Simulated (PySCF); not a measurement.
How methods differ on the excitation energy of Ar⁺

Ar⁺ [Ne] 3s2 3p5 (2P) → Ar⁺ [Ne] 3s1 3p5 3d1 (high-spin determinant), as a difference of total energies. All numbers are calculated (PySCF 2.14, no relativity, point nucleus, in aug-cc-pV(Q+d)Z (7s6p5d3f2g, 89 functions)). Correlated levels: valence: [Ne] frozen. The calculations carry no spin-orbit coupling.

```
           method  excitation energy (eV)
              UHF                  32.713
           r2SCAN                  31.174
        BHandHLYP                  32.163
          LC-wPBE                  31.504
        CAM-B3LYP                  31.577
    MP2 (valence)                  31.920
SCS-MP2 (valence)                  31.858
```

Problem. How much does correlation contribute at MP2 (valence)?

Solution. 31.920 − (32.713) = -0.793 eV, measured against UHF.

The upper state lies above the first ionisation limit, where it may autoionise and the basis confines it.

The promoted electron is Rydberg-like, and one or two diffuse shells describe it only roughly, which tends to raise the upper state.

The determinant of the upper state mixes LS terms, which raises its energy above the lowest term, most at the Hartree-Fock and MP2 levels.
